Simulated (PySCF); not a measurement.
CH4BrClO2Si. Atoms are numbered in the order given.

```xyz
10

C     -2.3699    -0.0847    -1.4087
O     -1.2890     0.7569    -1.0442
Si     0.1804     0.2687    -0.5335
O      0.9095    -0.5852    -1.7355
Cl     1.2436     1.9504    -0.0368
Br    -0.0041    -1.0239     1.2812
H     -2.1050    -0.7247    -2.2670
H     -2.6751    -0.7283    -0.5658
H     -3.2186     0.5548    -1.6904
H      1.7310    -1.0494    -1.5337
```

Geometry: B3LYP-D3(BJ)/def2-SVP. The values are those of a single conformer.

Method: SMD-B3LYP/def2-SVP run with PySCF.

Solvation free energies are E(SMD) − E(gas) at the gas-phase geometry, for 1 M in both phases. Bromine has the revised SMD18 radius of 2.60 Å. In vacuum the dipole moment is 1.86 D.

Computed solvation free energies in water, dimethylsulfoxide, ethanol:
```tsv
solvent	ΔG(solv) (kcal/mol)	its non-electrostatic (CDS) part	dipole (D)
water	-5.2	2.3	2.40
dimethylsulfoxide	-6.2	-2.1	2.31
ethanol	-8.1	-1.2	2.37
```
